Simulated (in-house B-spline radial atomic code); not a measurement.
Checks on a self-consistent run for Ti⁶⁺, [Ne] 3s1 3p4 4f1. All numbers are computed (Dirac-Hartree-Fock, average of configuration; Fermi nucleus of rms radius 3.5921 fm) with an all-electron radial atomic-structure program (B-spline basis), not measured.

```
orbital        q      ε (Eh)     <1/r>        <r²>  small-component weight
  1s1/2        2  -189.27127   21.8112  0.00650082               0.0062143
  2s1/2        2   -26.27759   4.60288    0.122087               0.0011008
  2p1/2        2   -22.62351   4.51153    0.100525                0.001068
  2p3/2        4   -22.40510   4.45614    0.102191               0.0010574
  3s1/2        1    -6.75937   1.53214    0.958073              0.00026841
  3p1/2   1.3333    -5.61197   1.44145     1.02936              0.00024438
  3p3/2   2.6667    -5.57899    1.4308     1.04002              0.00024264
  4f5/2  0.42857    -1.57395  0.468967     6.63621               4.696e-05
  4f7/2  0.57143    -1.57391  0.468919     6.63695               4.696e-05
```

Electron-electron repulsion V_ee = 240.2872 hartree.

(1) What total energy follows from the eigenvalues?

(2) Does the Dirac virial theorem hold?

(3) What diamagnetic shielding (Lamb formula) and susceptibility (Langevin formula) do the radii give?

Answers

(1) The eigenvalues count the repulsion twice, so E = Σqε - V_ee = -596.658 - 240.287 = -836.946 hartree; the run printed -836.946.

(2) For a point nucleus E = -2c²Σq·w, with w the small-component weight. Here Σq·w = 0.022284 and c = 137.0360, so the ratio E/(-2c²Σq·w) is 1.000004; the finite nucleus accounts for the departure from 1.

(3) σ = (α²/3)Σq<1/r> = 87.4143/(3·137.036²) = 1551.6 ppm, and χ = -0.79199×10⁻⁶·Σq<r²> = -9.985×10⁻⁶ cm³/mol with Σq<r²> = 12.608 bohr². Both are non-relativistic formulas without the paramagnetism of open shells.
